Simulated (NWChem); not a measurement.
System: C$_{4}$H$_{4}$OS; SMILES C1=CCC(S1)=O

Output (shortened):

```
             Northwest Computational Chemistry Package (NWChem) 7.3.0
             --------------------------------------------------------

                             Geometry "geometry" -> ""
                             -------------------------

 Output coordinates in angstroms (scale by  1.889725989 to convert to a.u.)

  No.       Tag          Charge          X              Y              Z
 ---- ---------------- ---------- -------------- -------------- --------------
    1 O                    8.0000     0.10700100    -2.16055300     0.00000000
    2 C                    6.0000     0.16539400    -0.95994700     0.00000000
    3 C                    6.0000     1.43932100    -0.10553400     0.00000000
    4 C                    6.0000     1.05042700     1.33964100     0.00000000
    5 C                    6.0000    -0.26603800     1.57589900     0.00000000
    6 S                   16.0000    -1.30295200     0.13468300     0.00000000
    7 H                    1.0000     2.03434900    -0.39076600    -0.87893500
    8 H                    1.0000     2.03434900    -0.39076600     0.87893500
    9 H                    1.0000     1.79291900     2.13106700     0.00000000
   10 H                    1.0000    -0.74289300     2.54938300     0.00000000

 Effective nuclear repulsion energy (a.u.)     270.1126190396

                                 NWChem DFT Module
                                 -----------------

 Summary of "ao basis" -> "ao basis" (spherical)
 ------------------------------------------------------------------------------
       Tag                 Description            Shells   Functions and Types
 ---------------- ------------------------------  ------  ---------------------
 O                          def2-svp                 6       14   3s2p1d
 C                          def2-svp                 6       14   3s2p1d
 S                          def2-svp                 8       18   4s3p1d
 H                          def2-svp                 3        5   2s1p

 in cosmo_initialize ...
 calling solv_data for solv:h2o

 solvent parameters
 solvname_short: h2o
 solvname_long:  water
 dielec:       78.4000
 dielecinf:     1.7769
 aqueous SMD model solvent descriptors
 dielec:       78.4000
 sola:          0.8200

          ---------------
          -cosmo- solvent
          ---------------
 Cosmo: York-Karplus, doi: 10.1021/jp992097l
 dielectric constant -eps-     =  78.40
 screen = (eps-1)/(eps    )    =   0.98724
 surface charge correction     = lagrangian

   van der Waals surface
 --------------------------

[...]

                                COSMO-SMD solvation results
                                ---------------------------

             internal energy in gas <Psi(g)|H|Psi(g)> =      -627.819459500328
         internal energy in solvent <Psi(s)|H|Psi(s)> =      -627.816498845889
                               delta internal energy  =         0.002960654440 (    1.86 kcal/mol)
   total free energy in solvent <Psi(s)|H+V/2|Psi(s)> =      -627.831077141911
 polarization energy contribution <Psi(s)|V/2|Psi(s)> =        -0.014578296023 (   -9.15 kcal/mol)
    total free energy in solvent including G(SMD-CDS) =      -627.825591386649
                       G(SMD-CDS) energy contribution =         0.005485755262 (    3.44 kcal/mol)
     1 M fixed-concentration free energy of solvation =        -0.006131886321 (   -3.85 kcal/mol)

                       DFT Final Molecular Orbital Analysis
                       ------------------------------------

 Vector   24  Occ=2.000000D+00  E=-3.909499D-01
              MO Center= -2.9D-01,  6.8D-01,  5.0D-09, r^2= 2.9D+00
   Bfn.  Coefficient  Atom+Function         Bfn.  Coefficient  Atom+Function
  ----- ------------  ---------------      ----- ------------  ---------------
    83      0.373351   6 S  pz               62      0.328279   5 C  pz
    80      0.288800   6 S  pz               65      0.229209   5 C  pz
    48      0.199265   4 C  pz               77      0.162709   6 S  pz
    34     -0.146162   3 C  pz               89      0.125084   7 H  s
    94     -0.125084   8 H  s                51      0.117894   4 C  pz

 Vector   25  Occ=2.000000D+00  E=-3.382436D-01
              MO Center= -8.0D-02, -9.6D-01,  7.6D-11, r^2= 3.2D+00
   Bfn.  Coefficient  Atom+Function         Bfn.  Coefficient  Atom+Function
  ----- ------------  ---------------      ----- ------------  ---------------
     4      0.465525   1 O  px                7      0.360870   1 O  px
    31     -0.341576   3 C  s                81      0.310100   6 S  px
    78      0.215441   6 S  px               32      0.208619   3 C  px
    18     -0.197272   2 C  px               35      0.193204   3 C  px
    82     -0.183857   6 S  py               79     -0.174811   6 S  py

 Vector   26  Occ=2.000000D+00  E=-2.870936D-01
              MO Center= -2.5D-01,  5.0D-01,  3.6D-09, r^2= 3.4D+00
   Bfn.  Coefficient  Atom+Function         Bfn.  Coefficient  Atom+Function
  ----- ------------  ---------------      ----- ------------  ---------------
    83      0.490778   6 S  pz               48     -0.327779   4 C  pz
    80      0.320501   6 S  pz               51     -0.254830   4 C  pz
    62     -0.252998   5 C  pz                6     -0.183694   1 O  pz
    65     -0.182420   5 C  pz               77      0.179227   6 S  pz
     9     -0.158168   1 O  pz               89     -0.076127   7 H  s

 Vector   27  Occ=0.000000D+00  E= 6.751688D-03
              MO Center=  3.3D-01, -7.0D-01,  2.4D-09, r^2= 3.1D+00
   Bfn.  Coefficient  Atom+Function         Bfn.  Coefficient  Atom+Function
  ----- ------------  ---------------      ----- ------------  ---------------
    23      0.531897   2 C  pz               20      0.473025   2 C  pz
     9     -0.403460   1 O  pz               90      0.350681   7 H  s
    95     -0.350681   8 H  s                 6     -0.335915   1 O  pz
    51      0.249692   4 C  pz               65     -0.225373   5 C  pz
    83     -0.185111   6 S  pz               48      0.169320   4 C  pz

 Vector   28  Occ=0.000000D+00  E= 4.551263D-02
              MO Center=  2.0D-01,  9.6D-01,  3.8D-09, r^2= 3.3D+00
   Bfn.  Coefficient  Atom+Function         Bfn.  Coefficient  Atom+Function
  ----- ------------  ---------------      ----- ------------  ---------------
    65     -0.651463   5 C  pz               51      0.640567   4 C  pz
    62     -0.384836   5 C  pz               48      0.376489   4 C  pz
    83      0.376051   6 S  pz               23     -0.241177   2 C  pz
    20     -0.222869   2 C  pz                9      0.175487   1 O  pz
    80      0.150311   6 S  pz                6      0.144120   1 O  pz

 Vector   29  Occ=0.000000D+00  E= 6.426044D-02
              MO Center= -8.1D-01,  1.2D-01, -1.6D-11, r^2= 3.1D+00
   Bfn.  Coefficient  Atom+Function         Bfn.  Coefficient  Atom+Function
  ----- ------------  ---------------      ----- ------------  ---------------
    82      0.983563   6 S  py               59     -0.973530   5 C  s
    17      0.941554   2 C  s                31     -0.757824   3 C  s
    22      0.642042   2 C  py               45      0.472577   4 C  s
    64      0.353735   5 C  py               35      0.326199   3 C  px
    18     -0.255494   2 C  px               79      0.254318   6 S  py

     Multipole analysis of the density
     ---------------------------------

     L   x y z        total         alpha         beta         nuclear
     -   - - -        -----         -----         ----         -------
     0   0 0 0     -0.000000    -26.000000    -26.000000     52.000000

     1   1 0 0      1.023874      1.020156      1.020156     -1.016438
     1   0 1 0      1.564893      0.905490      0.905490     -0.246088
     1   0 0 1     -0.000000     -0.000000     -0.000000      0.000000

     2   2 0 0    -28.035085   -119.251765   -119.251765    210.468445
     2   1 1 0     -0.391739      0.262191      0.262191     -0.916120
     2   1 0 1     -0.000000     -0.000000     -0.000000      0.000000
     2   0 2 0    -33.742336   -160.150715   -160.150715    286.559094
     2   0 1 1     -0.000000     -0.000000     -0.000000      0.000000
     2   0 0 2    -31.628791    -18.573138    -18.573138      5.517485
```

Level: M06-2X/def2-SVP, SMD on the gas-phase geometry. All runs use the structure optimised with B3LYP/6-31G* (spherical d). Solvent: water.

Question: Which NWChem input produces such a log?

Answer: One answer among several that fit: the input that was run:
```
start job
memory heap 200 mb stack 900 mb global 1100 mb
geometry units angstroms noautosym nocenter noautoz
  O      0.107001    -2.160553     0.000000
  C      0.165394    -0.959947     0.000000
  C      1.439321    -0.105534     0.000000
  C      1.050427     1.339641     0.000000
  C     -0.266038     1.575899     0.000000
  S     -1.302952     0.134683     0.000000
  H      2.034349    -0.390766    -0.878935
  H      2.034349    -0.390766     0.878935
  H      1.792919     2.131067     0.000000
  H     -0.742893     2.549383     0.000000
end
basis spherical
  O library def2-svp
  C library def2-svp
  S library def2-svp
  H library def2-svp
end
dft
  xc m06-2x
  iterations 150
end
cosmo
  do_cosmo_smd true
  solvent water
end
task dft energy
```
